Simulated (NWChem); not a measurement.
Molecule: H₂SeS₂; SMILES S[Se]S

```xyz
5

Se     0.0000     0.0000     0.6758
S      1.7900    -0.0437    -0.6644
H      1.9241     1.2897    -0.8579
S     -1.7900     0.0437    -0.6644
H     -1.9241    -1.2897    -0.8579
```
Atoms are numbered in this order, from 1.

All runs: NWChem. Pople sets run with spherical d functions. Medium grid unless said otherwise, to which SCAN and Minnesota functionals are sensitive. All runs use the structure optimised with B3LYP/6-31G* (spherical d). Hybrids' shares of exact exchange are those that their runs print; pure functionals count as 0. The functionals differ in more than this share.

```csv
row,share of exact exchange,highest occupied level (eV)
PBE/6-31G*,0.00,-6.06
RPBE/6-31G*,0.00,-6.04
B3LYP/6-31G*,0.20,-7.01
B97-2/6-31G*,0.21,-7.06
M06/6-31G*,0.27,-7.29
MN15/6-31G*,0.44,withheld
M05-2X/6-31G*,0.56,-8.60
```

Problem. Fit a straight line of the last column on the one before it, predict the withheld value, and compare with the run.

Solution. 
1. Means of the 6 shown rows: x = 0.207, y = -7.010. Slope Σ(x − x̄)(y − ȳ)/Σ(x − x̄)² = -0.9765/0.2143 = -4.556; intercept -6.068.
2. The shown rows scatter about the line by 0.024 (root mean square); the largest residual is -0.04, at B97-2/6-31G*.
3. At x = 0.44 (MN15/6-31G*; inside the shown range) the line gives -8.07.
4. The run gives -7.93, +0.14 from the line, 5.8 times the scatter.
